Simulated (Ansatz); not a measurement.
Input file for Ansatz (a first-principles code): R-B3LYP/def2-TZVPPD on C2H5Br (a complex), monomers drawn apart or pushed together. Files ending in .json are basis or fitting sets from the Basis Set Exchange.

Ansatz 0.2 input:
```yaml
crystal:
  periodic: [false, false, false]
  atoms:
    - {symbol: C, position_ang: [-0.14505955, -0.59116914, 0.32365369]}
    - {symbol: C, position_ang: [0.13863937, 0.68865879, 0.11543025]}
    - {symbol: H, position_ang: [0.63022878, -1.34672923, 0.36179590]}
    - {symbol: H, position_ang: [-1.16365290, -0.93312190, 0.46149653]}
    - {symbol: H, position_ang: [-0.63671769, 1.44398702, 0.07450053]}
    - {symbol: H, position_ang: [1.15687198, 1.03045478, -0.02518372]}
    - {symbol: Br, position_ang: [0.41087656, 0.73153786, 4.92289026]}
    - {symbol: H, position_ang: [0.28598523, 0.52472367, 3.50681300]}
basis:
  gaussian:
    orbitals: def2-TZVPPD.json
hamiltonian:
  xc: {name: B3LYP}
scf: {lower_state_search: off}
```

The head of its log:

```
WARN ansatz: RAYON_NUM_THREADS=2 ignored (pool sized by the plan → 2); use --threads N
Functional definition: B3LYP
these checks for a lower state are left out or cut short: stability, starts, cluster_reference, orbital_swaps, neighbouring_geometries, increment
integrals: 0.11 GiB planned
1099 factors; their error is unknown
mean field: 1.06 GiB planned
mean field evaluation 1: about -72196.9257 eV, gradient 5.0e1 eV
mean field evaluation 2: about -72193.6643 eV, gradient 5.9e1 eV
```

### Question
Give the final energy of this run.

### Answer
-2653.4175 hartree.
